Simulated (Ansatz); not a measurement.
Consider the formal hydrolysis of the Si–O bond: `CO[SiH](C)O[Si](O)(O)O` + H₂O → orthosilicic acid + `CO[SiH](C)O`.

Calculated with Ansatz (gas phase, PBE0-D4/def2-TZVP geometries, no zero-point term in ΔE). CBS: MP2 limit from def2 TZ/QZ plus the TZ coupled-cluster correction, frozen cores. This one scheme is used for every species. Functionals use def2-TZVPP. B3LYP here is the variant with VWN-RPA as its local correlation; programs differ in this. One conformer a species, not always the lowest.

```csv
level,ΔE (kcal/mol),difference from CCSD(T)/CBS
PBE-D4,4.1,-1.5
r2SCAN-D4,4.3,-1.3
PBE0-D4,4.9,-0.7
B3LYP-D4,5.7,0.1
ωB97X-V,4.6,-1.0
ωB97M-V,4.6,-1.0
B2PLYP,3.8,-1.8
PBE,2.3,-3.3
r2SCAN,3.6,-2.0
PBE0,3.1,-2.5
B3LYP,3.0,-2.6
HF/def2-TZVPP,4.5,-1.1
MP2/def2-TZVPP,5.0,-0.6
SCS-MP2/def2-TZVPP,4.9,-0.7
CCSD/def2-TZVPP,5.1,-0.5
CCSD(T)/def2-TZVPP,5.2,-0.4
HF/def2-QZVPP,4.9,-0.7
MP2/def2-QZVPP,5.4,-0.2
SCS-MP2/def2-QZVPP,5.3,-0.3
HF/CBS(def2),5.0,-0.6
MP2/CBS(def2),5.5,-0.1
CCSD/CBS(def2),5.6,0.0
CCSD(T)/CBS,5.6,0
```

Largest T1 diagnostic among the species: 0.011.

From PBE to PBE0 (25 % exact exchange), in def2-TZVPP and without D4, ΔE moves by +0.8 kcal/mol. The D4 term adds +2.8 kcal/mol with B3LYP and +1.8 kcal/mol with PBE0; it sums over pairs of atoms, weighted by their polarisabilities, and B3LYP, whose exchange is more repulsive, gets the larger term.
